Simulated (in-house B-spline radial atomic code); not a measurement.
The numbers below are computed, except where a source is named.
# Building a PAW s channel for N, r_c = 0.949 bohr

N, [He] 2s2 2p3, non-relativistic LDA (VWN5), spherical and spin-unpolarised, from an all-electron radial atomic-structure program (B-spline basis) (atomic units; all potentials screened as in the neutral atom).

Two all-electron partial waves φ1, φ2 are integrated outwards at E1 = ε(2s) = -0.676151 and E2 = E1 + 0.5 hartree; φ1 is the bound orbital and φ2 has unit norm inside r_c = 0.9489 bohr. Smooth partners are polynomials, r^1(a0 + a1 r² + a2 r⁴ + a3 r⁶), matched to φ and three derivatives at r_c, with no condition on the norm. The local potential is -10.4109 + (23.0247) r² + (-23.8635) r⁴ + (9.54339) r⁶ inside 0.7769 bohr and the all-electron one outside.

```csv
wave,φ(r_c),φ'(r_c),a0,a1,a2,a3
1,0.8844408,0.1593185,1.100281,0.2794381,-0.7665202,0.2762065
2,1.562264,-0.3221498,2.25055,0.1865275,-1.435805,0.5369236
```

Inside r_c the overlaps are <φi φj> = [[0.28524, 0.53382], [0.53382, 1.00000]] and, for the smooth waves, [[0.31635, 0.59752], [0.59752, 1.13018]]. With χj = (Ej − T − V_local) applied to smooth wave j, the program's quadrature gives the matrix B_ij = <smooth i, χj> as [[0.70949, 1.42220], [1.39035, 2.78763]].

Check the match of the first wave, and find the augmentation charges q_ij.

At r_c the four terms are 1.04406, 0.23875, -0.58969, 0.19133, which sum to 0.8844, φ1(r_c) to rounding. q_ij is the all-electron overlap less the smooth one: [[-0.03111, -0.06370], [-0.06370, -0.13018]]. The smooth first wave has a norm of 0.3164 inside r_c against 0.2852, so q11 is negative and must stay small enough for the overlap operator to be positive.

B isn't symmetric. Show that D_ij = B_ij + Ej q_ij is.

Integrating by parts gives B12 − B21 = (E1 − E2) q12: 1.42220 − (1.39035) = 0.03185, and −0.5 × (-0.06370) = 0.03185. So D12 = 1.42220 + (-0.176151)(-0.06370) = 1.43342 and D21 = 1.39035 + (-0.676151)(-0.06370) = 1.43342; D11 = 0.73052, D22 = 2.81056. The projectors, p = (B⁻¹)ᵀ χ, are dual to the smooth waves; det B = 0.00044, small beside B11 B22, as the two smooth waves look alike inside r_c.

Solving (T + V_local + Σ p D p) ψ = E (1 + Σ p q p) ψ in a sphere of 9 bohr gives these levels:

| all-electron | one projector | two projectors |
| --- | --- | --- |
| -0.676151 | -0.676151 | -0.676151 |
| 0.026094 | 0.025951 | 0.026094 |
| 0.275739 | 0.275257 | 0.275739 |
| 0.682270 | 0.680769 | 0.682267 |
| 1.232460 | 1.228420 | 1.232440 |

What does the second projector gain?

With one projector the errors are 0.00, -0.14, -0.48, -1.50, -4.04 millihartree. With two the errors are 0.00, 0.00, 0.00, 0.00, -0.02 millihartree. The scattering is exact at E1 and at E2 = -0.176, and over all levels compared the largest error is 0.02 millihartree. The lowest eigenvalue of the overlap operator is 0.789 with one and 0.2638 with two projectors. The smooth orbital alone needs a cutoff of 19.2 hartree for 1 millihartree of kinetic energy, against 47.6 for a norm-conserving Troullier-Martins orbital of the same radius; part of the gain comes from giving up the norm, part from the simpler form.
